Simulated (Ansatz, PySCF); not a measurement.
Complex: PH3 (SMILES P) (first 4 atoms) with AsH3 (SMILES [AsH3]); geometry from B3LYP-D3(BJ)/def2-TZVP, rigid monomers moved along the line of their centres of mass till P1···As5 is 3.28 Å.
(charge 0, multiplicity 1):
```xyz
8

P     -0.02369     0.12211    -0.47462
H      1.38807    -0.00196    -0.46010
H     -0.23775    -1.26422    -0.27260
H     -0.11149     0.02547    -1.88833
As     0.19654     0.35115     2.78694
H      0.29536     0.47744     4.30552
H     -1.31323     0.55139     2.80330
H      0.45419     1.83823     2.58153
```

Quantity: the interaction energy.

Counterpoise-corrected where a basis set is named; no monomer relaxation.

Frozen-core correlation. Filled d and f shells under p-block atoms count as core. CBS(a, b) extrapolates the correlation energy as X⁻³ and adds the Hartree–Fock energy of set b.

Codes used: Ansatz (Gaussian basis) for Hartree–Fock, density functionals and correlated methods; PySCF for the dispersion terms. Values without a source in brackets are computed.

Costs are ratios of core time to PBE/def2-TZVPPD (roughly 4 s), for whole runs (searches for the state included, and forces where a run took them) on one shared machine, so rough; each difference counts from 2.5 meV (CCSD(T)/CBS(def2-SVPD, def2-TZVPPD), a level with limits of its own).

```
level                      basis functions  cost  difference (meV)
-------------------------  ---------------  ----  ----------------
PBE/def2-TZVPPD                        204    ×1              -3.0
PBE-D3(BJ)/def2-TZVPPD                 204    ×1             -61.5
B3LYP/def2-TZVPPD                      204    ×1              67.2
B3LYP-D3(BJ)/def2-TZVPPD               204    ×1             -43.1
PBE0/def2-TZVPPD                       204    ×1               2.8
PBE0-D3(BJ)/def2-TZVPPD                204    ×1             -55.2
r2SCAN/def2-TZVPPD                     204    ×2             -10.0
r2SCAN-D3(BJ)/def2-TZVPPD              204    ×2             -30.4
CCSD(T)/def2-SVPD                      110    ×3              41.3
wB97X-V/def2-TZVPPD                    204    ×3             -16.6
wB97M-V/def2-TZVPPD                    204    ×4             -22.7
CCSD(T)/def2-TZVPPD                    204   ×70              10.9
```

What the step from CCSD(T)/def2-SVPD to CCSD(T)/def2-TZVPPD costs and buys: 110 to 204 functions, cost ×20 (rough); the difference goes from 41.3 to 10.9 meV.

Ansatz is an electronic-structure program.
